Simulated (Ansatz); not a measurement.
Wavefunction ladder for C$_{2}$H$_{7}$AlBFSi

Cartesian coordinates in Å:
```
C 0.145 -0.652 1.409
C -0.756 -1.014 0.290
Si -1.700 0.390 -0.196
F -2.687 1.162 0.784
B 0.355 0.252 0.099
Al 1.954 0.444 -1.210
H 0.938 -1.362 1.625
H -0.284 -0.216 2.305
H -0.633 -1.924 -0.283
H -2.171 0.606 -1.572
H -0.356 1.346 0.224
H 2.252 1.761 -2.060
H 2.944 -0.793 -1.415
```

Total charge 0; spin multiplicity 1. The bonds changed during the relaxation, so this is another structure than the one it started from. The structure was optimised at the PBE0-D4/def2-TZVP level. It is one conformer, not always the lowest. Frozen core, restricted reference, the Gaussian-basis code of Ansatz. CBS rows extrapolate triple and quadruple zeta; past MP2 they add the triple-zeta difference.

```
     basis     HF (Eh)  MP2 corr.
  def2-SVP  -734.43137   -0.72221
def2-TZVPP  -734.86487   -0.90294
def2-QZVPP  -734.89047   -0.96948
```

Task: Estimate the CCSD correlation energy and the (T) correction in each basis where they were run (hartree).

Result: 
```
     basis  CCSD corr.       (T)
  def2-SVP    -0.77677  -0.02444
def2-TZVPP    -0.94865  -0.03894
 CBS(def2)    -1.06449     as TZ
```
